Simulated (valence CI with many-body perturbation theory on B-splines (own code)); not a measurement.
Values are calculated unless marked as measured or tabulated.
Basis-set convergence for Dy LII

Level of theory: relativistic CI+MBPT: five valence electrons over a frozen Dirac-Fock core [Ne], a basis of 9 s, 9 p, 8 d, 6 f, 3 g, 1 h functions for each j, with the one-electron correlation potential Σ1, the two-electron term Σ2, the three-electron term Σ3, Breit, model QED; selected CI, second order for the rest, scaled by the run's own slope (own B-spline code, finite nucleus).

The last digits are not significant, and no measured levels were compared; by estimate large intervals hold to a few tenths of a per cent, small ones and those within an open d or f shell to about a per cent. Among the levels kept, up to 1300 cm⁻¹ of a level comes from second order outside the variational space, and about a tenth of that is noise between levels of different J, which matters for small intervals.

The reference run has the lowest level (3s^2 3p1/2^2 3p3/2) J=3/2 and an ionisation energy of 4631.88 eV. Its largest variational space holds 19999 state functions.

Levels are named by their leading jj configuration (3d3/2^4 stands for four electrons in 3d with j = 3/2), which in mixed levels can hold well under half, so a name can repeat and another be missing. Letters in brackets count levels of one name in rising energy.

Changed runs:
A. basis 6 s, 6 p, 5 d, 3 f, 1 g
B. basis 5 s, 5 p, 4 d, 2 f

Excitation energies of the reference run in cm⁻¹, and shifts in cm⁻¹:

```csv
Level,Reference,A,B
(3s^2 3p1/2 3p3/2^2) J=3/2,1564870,-130,-401
(3s^2 3p1/2^2 3d3/2) J=3/2,1597210,+224,+648
(3s^2 3p1/2 3p3/2^2) J=5/2,1648920,+22,+125
(3s^2 3p1/2 3p3/2^2) J=1/2,1755190,+58,+264
(3s^2 3p1/2^2 3d5/2) J=5/2,2061430,+274,+785
(3s 3p1/2^2 3p3/2^2) J=5/2,2742650,-114,-312
(3s 3p1/2^2 3p3/2^2) J=3/2,2953650,-23,-93
(3s 3p1/2^2 3p3/2^2) J=1/2,2958330,-20,+8.3
(3s^2 3p1/2 3p3/2 3d3/2) J=5/2 [a],3147910,+109,+242
(3s^2 3p1/2 3p3/2 3d3/2) J=3/2 [a],3167620,+68,+156
(3s^2 3p1/2 3p3/2 3d3/2) J=1/2 [a],3168650,+19,0
(3s^2 3p1/2 3p3/2 3d3/2) J=7/2,3233520,+296,+955
Ionisation energy (eV),4631.88,-0.042,-0.15
```
